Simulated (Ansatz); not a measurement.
Geometry optimisation, Ansatz, RKS PBE-D4/def2-SVP.

The input (input.yaml):

```yaml
crystal:
  periodic: [false, false, false]
  atoms:
    - { symbol: C, position_ang: [-0.4866, 0.4683, -1.8781] }
    - { symbol: C, position_ang: [-0.1801, 0.2322, -0.7785] }
    - { symbol: Si, position_ang: [0.3436, -0.1991, 0.9389] }
    - { symbol: Cl, position_ang: [-0.9537, -1.401, 1.8201] }
    - { symbol: H, position_ang: [-0.82806, 1.09979, -0.90309] }
    - { symbol: H, position_ang: [0.5062, 1.0263, 1.8013] }
    - { symbol: H, position_ang: [1.6871, -0.945, 0.945] }
basis:
  gaussian: { orbitals: def2-SVP }
hamiltonian:
  xc: pbe
  dispersion: d4
relax:
  f_tol: 0.02
  max_steps: 50
output:
  orbitals: {}
```

Launched with:

```bash
$ ansatz run input.yaml --threads 1 --pin off --max-ram 2048MiB --backend cpu --events-out ev --progress --plain --runs-dir out
```

**Question.** Where does it end, and by what steps?

**Answer.** The run converged. After 11 steps the energy has fallen by 1.095 eV; H5 moved furthest, 0.23 Å. The start is strongly strained (largest force component 12 eV/Å).

| step | energy less start (eV) | largest force component (eV/Å) | accepted |
| --- | --- | --- | --- |
| 0 | 0.0000 | 12.225 | yes |
| 1 | -0.9724 | 1.800 | yes |
| 2 | -1.0743 | 0.411 | yes |
| 3 | -1.0855 | 0.105 | yes |
| 4 | -1.0898 | 0.120 | yes |
| 5 | -1.0918 | 0.061 | yes |
| 6 | -1.0930 | 0.076 | yes |
| 7 | -1.0933 | 0.145 | yes |
| 8 | -1.0946 | 0.034 | yes |
| 9 | -1.0949 | 0.033 | yes |
| 10 | -1.0954 | 0.022 | yes |
| 11 | -1.0954 | 0.014 | yes |

```xyz
7
Properties=species:S:1:pos:R:3
C -0.308 0.469 -1.973
C -0.151 0.295 -0.706
Si 0.394 -0.201 1.003
Cl -1.037 -1.412 1.889
H -1.050 1.063 -0.939
H 0.568 1.025 1.843
H 1.672 -0.958 0.829
```

Whether the end is a true minimum wasn't checked by a vibrational analysis.

Time of the run: 13 s on 1 thread of Intel(R) Xeon(R) 6975P-C (Granite Rapids), with other jobs on the host, peak memory 0.16 GiB.
